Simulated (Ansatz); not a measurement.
`[F][Cd][F]` + HBr → `[F][Cd][Br]` + H–F at 600 K and 1 bar (ligand exchange at a Cd–F bond).

Gas-phase electronic energies from Ansatz, PBE0-D4/def2-TZVP geometries. CCSD(T)/CBS is the MP2 limit (def2-TZVPP, def2-QZVPP) plus CCSD(T) − MP2 in def2-TZVPP, frozen cores. This one scheme is used for every species. Elements past krypton have def2 core potentials. For Br, Cd outer-core shells are correlated without core-valence functions, which leaves a few kJ/mol of doubt a bond. Scalar relativity is left out up to krypton.

| species | CCSD(T)/CBS energy (Eh) | H − E (kJ/mol) | S (J/(mol·K)) |
| --- | --- | --- | --- |
| `[F][Cd][F]` | -367.32284 | 39.2 | 303.5 |
| HBr | -2573.91920 | 33.5 | 219.1 |
| `[F][Cd][Br]` | -2840.89161 | 38.4 | 333.7 |
| H–F | -100.39570 | 42.3 | 194.0 |

H − E and S are ideal-gas, rigid-rotor, harmonic terms from PBE0-D4/def2-TZVP. 1 Eh = 2625.50 kJ/mol, R = 8.31446 J/(mol·K).

Problem. By hand: ΔE, ΔH, ΔS and ΔG.

Solution. ΔE = (-2840.89161) + (-100.39570) − (-367.32284) − (-2573.91920) = -0.04527 Eh = -118.9 kJ/mol. Δ(H − E) = 38.4 + 42.3 − 39.2 − 33.5 = 8.0, so ΔH = -110.9 kJ/mol. ΔS = 333.7 + 194.0 − 303.5 − 219.1 = 5.1 J/(mol·K). ΔG = -110.9 − 600 × (5.1)/1000 = -114.0 kJ/mol.

Problem. By hand: the equilibrium constant, and the temperature at which ΔG would vanish if ΔH and ΔS stayed fixed.

Solution. log₁₀ K = −ΔG/(RT ln 10) = 9.9. ΔH and −TΔS have one sign here, so there is no such temperature.

The number of gas molecules stays the same, so ΔS is small and ΔH decides. A doubt of 5 kJ/mol in ΔE shifts log₁₀ K by 0.4 here. These are equilibria of isolated gas molecules and say nothing of rates. Largest T1 diagnostic: 0.018 (customary marks: 0.02 for closed shells, 0.045 for open ones).

ΔS is within the doubt of such terms, so its sign, and with it that verdict, could turn.
